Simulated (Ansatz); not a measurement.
This geometry of C4H11ClSi (17 atoms, charge 0, multiplicity 1) is a first-order saddle point.

Method: Ansatz 0.2.0, RKS LDA/STO-3G.

```xyz
17
Properties=species:S:1:pos:R:3
C -1.351 -2.057 -1.371
Si -0.628 -1.105 0.067
C -0.218 0.648 -0.475
C 0.331 1.511 0.671
C 1.723 1.079 1.158
Cl 0.444 3.280 0.112
H -1.410 -1.425 -2.267
H -0.736 -2.931 -1.618
H -2.364 -2.411 -1.145
H 0.575 -1.755 0.554
H -1.576 -1.029 1.164
H -1.133 1.122 -0.866
H 0.518 0.631 -1.295
H -0.384 1.539 1.520
H 2.440 1.099 0.323
H 1.670 0.051 1.555
H 2.081 1.752 1.953
```

Question: Which two structures does it join? (They come from a converged band through this point; their orientation in space is the band's.)

Answer: No bond is made or broken. The dihedral H7–C1–Si2–C3 goes from -60 to 60°. The two ends are copies of one structure, up to a mirror image or an exchange of like atoms.

Initial state:

```xyz
17
Properties=species:S:1:pos:R:3
C -1.441 -2.025 -1.328
Si -0.575 -1.099 0.036
C -0.100 0.618 -0.563
C 0.354 1.530 0.585
C 1.645 1.062 1.279
Cl 0.644 3.246 -0.066
H -2.351 -1.498 -1.647
H -0.791 -2.136 -2.206
H -1.733 -3.030 -0.995
H 0.616 -1.818 0.448
H -1.450 -0.960 1.187
H -0.967 1.082 -1.060
H 0.709 0.551 -1.308
H -0.459 1.655 1.332
H 2.461 0.972 0.545
H 1.475 0.074 1.741
H 1.943 1.776 2.062
```

Final state:

```xyz
17
Properties=species:S:1:pos:R:3
C -1.419 -2.033 -1.342
Si -0.513 -1.130 0.012
C -0.170 0.640 -0.521
C 0.311 1.516 0.645
C 1.669 1.087 1.225
Cl 0.462 3.278 0.075
H -0.824 -2.062 -2.264
H -1.633 -3.068 -1.045
H -2.374 -1.543 -1.572
H 0.739 -1.801 0.307
H -1.315 -1.098 1.222
H -1.092 1.079 -0.934
H 0.590 0.657 -1.319
H -0.454 1.553 1.449
H 2.437 1.088 0.436
H 1.586 0.066 1.637
H 1.980 1.772 2.029
```

Question: How far does it lie above each of them?

Answer: 5.0 kJ/mol above the first and 5.0 kJ/mol above the second. This is the barrier of this one path; another mechanism may lie lower. Limits of this set-up: minimal basis.

Run time: 69 s on 1 thread of Intel(R) Xeon(R) Platinum 8488C (Sapphire Rapids) (shared host), peak memory 0.12 GiB.
